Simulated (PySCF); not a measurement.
Electron correlation in Pr⁴⁷⁺ (praseodymium, charge +47)

[Ne] 3s2, closed-shell 1S. All numbers are calculated (PySCF 2.14, the spin-free X2C one-electron Hamiltonian (Gaussian nucleus), in an even-tempered Gaussian basis (18 s from 10 bohr⁻², ratio 2.5; 12 p from 14 bohr⁻², ratio 2.5; 4 d from 50 bohr⁻², ratio 2.7; 4 f from 75 bohr⁻², ratio 2.7)). Frozen: 1s2; 10 electrons correlated; the 21 highest virtual orbitals of each spin left out.

| level | correlation energy (mhartree) |
| --- | --- |
| CCSD | -490.09 |
| (T) | -0.69 |
| CCSD(T) | -490.78 |

Diagnostics: T1 = 0.00018, D1 = 0.0006, largest double amplitude 0.049.

Task: Is a single reference adequate?

Result: Yes, within this model without spin-orbit coupling: T1 lies below 0.03 and no double amplitude reaches 0.07.

At this charge the one-electron X2C treatment keeps the bare 1/r₁₂, with no two-electron picture change or Breit term. The effect here is smaller than on the frozen 1s shell; and a scalar Hamiltonian misses the large spin-orbit splitting of the p shells, which matters for ns² → np² pairs.
